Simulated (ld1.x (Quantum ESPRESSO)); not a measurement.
# Before and after: RRKJ potential for vanadium

| Item | Value |
| --- | --- |
| Element | V (Z = 23) |
| Generator | ld1.x (Quantum ESPRESSO) 7.5 |
| Type | norm-conserving RRKJ (Kleinman–Bylander form) |
| Functional | PBEsol |
| Relativity | scalar-relativistic |
| Frozen core | [Ar] |
| Valence charge | 5 |
| Reference configuration | 3d3 4s2 4p0 |
| Partial waves | 4p (bound, empty): rc 2.45 bohr; 3d (bound): rc 1.80 bohr; 4s (bound): rc 2.10 bohr |
| Local potential | the s channel |
| Core correction | a·sin(br)/r model core inside 1.25 bohr |
| rho0 | 0.001 |

All-electron outer shells of the reference configuration (PBEsol, scalar-relativistic, ld1.x):

| shell | level (eV) | outermost node (bohr) | outermost maximum (bohr) |
| --- | --- | --- | --- |
| 3s | -70.03 | 0.38 | 0.82 |
| 3p | -43.95 | 0.35 | 0.84 |
| 3d | -5.18 | – | 0.90 |
| 4s | -4.72 | 1.17 | 2.76 |
| 4p | -1.43 | 1.30 | 3.63 |

Change: wave 3d (bound): rc 1.80 bohr becomes 3d (bound): rc 2.46 bohr.

Cutoffs: the cutoffs (Ry, on a coarse ladder) from which the occupation-weighted sum of valence levels, in a spherical-Bessel basis at the reference potential, stays within 10 and 1 mRy of its value at 400 Ry; they do not see the model core or the augmentation charge, which bear on the density cutoff. Errors are all-electron minus pseudo energies relative to the spin-unpolarised reference configuration.

Task: Predict the effect on cutoff, ghosts and configuration errors.

Result: The potential gets softer (50 Ry and 70 Ry → 30 Ry and 40 Ry); of the 7 tests that both files solve, the error grows in 0 and shrinks in 4 by more than 15 % and 0.3 meV (median size 35.2 → 7.1 meV); neither file shows a bound ghost. A larger radius leaves more room for a smooth pseudo-wave, so fewer plane waves are needed. That the errors move this way runs against the usual rule that smaller radii transfer better.

```tsv
quantity	base	changed
cutoff, loose	50 Ry	30 Ry
cutoff, tight	70 Ry	40 Ry
loose cutoff by channel (10 mRy a level)	d 45 Ry, s 6 Ry	d 30 Ry, s 6 Ry
bound ghosts	none	none
error for 3d3 4s1 4p0, meV [ΔE 7.75 eV]	-3.4	-0.5
error for 3d3 4s0 4p0, meV [ΔE 21.95 eV]	-35	-35
error for 3d2 4s0 4p0, meV [ΔE 50.80 eV]	-479	-177
error for 3d2 4s2 4p0, meV [ΔE 11.00 eV]	-188	+142
error for 3d3 4s1 4p1, meV [ΔE 3.37 eV]	-1.3	-1.1
error for 3d3 4s0 4p2, meV [ΔE 6.88 eV]	-6.3	-7.1
error for 3d3.5 4s1.5 4p0, meV [ΔE 0.05 eV]	-46	+2.0
```
